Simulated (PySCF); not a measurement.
Structure from NMR data

Molecular formula: C$_{8}$H$_{8}$FN. Simulated spectra:

1H NMR (600 MHz, computed): δ 7.06 (m, 1H), 5.75 (m, 1H), 5.25 (m, 1H), 2.88 (m, 1H), 2.18 (d, 1H), 1.14 (d, 3H).

13C{1H} NMR (computed): δ 159.0, 121.6, 108.6, 93.7, 86.0, 79.6, 32.1, 15.0.

Theory: PBE0/pcSseg-1 with gauge-including orbitals, coordinates at the PBE0-D3(BJ)/def2-SVP level, in PySCF (non-relativistic Hamiltonian, one conformer, equivalent nuclei averaged, in vacuum).

Shifts are taken against calculated references (same method and geometry level): TMS for 1H (σ = 31.27 ppm) and 13C (σ = 184.41 ppm).

Propose a structure and justify it.

Answers


The formula gives 5 degrees of unsaturation (no ring in the answer). 8 carbon signals for 8 carbons: no two carbons are equivalent. Carbon types of the structure: 2 × C, 5 × CH, 1 × CH3, which accounts for all hydrogens. δC 159.0, 108.6: alkene CH; the olefinic region. δC 121.6: nitrile carbon; this is the usual window of a C≡N carbon, which has no attached hydrogen. δC 93.7: allylic sp3 CH bonded to F; the inductive effect lowers its shielding. δC 86.0: alkyne carbon; sp carbons lie upfield of alkene carbons because the cylindrical π system leaves one tensor component strongly shielded. δC 79.6: terminal alkyne carbon; sp carbons lie upfield of alkene carbons because the cylindrical π system leaves one tensor component strongly shielded. δC 32.1: propargylic sp3 CH; aliphatic region, no heteroatom directly attached. δH 7.06, 5.75: hydrogen on an alkene CH; olefinic region.

These data were computed for SMILES C(=C\[C@@H]([C@@H](C#C)C)F)/C#N.

The shifts were computed for this structure.

Splittings by 19F in the carbon and heteronuclear signals aren't shown, as no couplings were computed. Shifts are as computed. Against solution values, carbons near 30 ppm lie about +2 ppm off and those near 130 ppm about +5 ppm. Of 1211 compounds with measured shifts, 218 miss one by over three times the rms of a fit or turn the order of signals round; such compounds aren't used in these exercises. No couplings were computed; multiplicities are counted from neighbouring protons, with m where these are inequivalent, close in shift, in a saturated or five-membered ring or joined by F or P, and br s for small geminal =CH2 splittings.
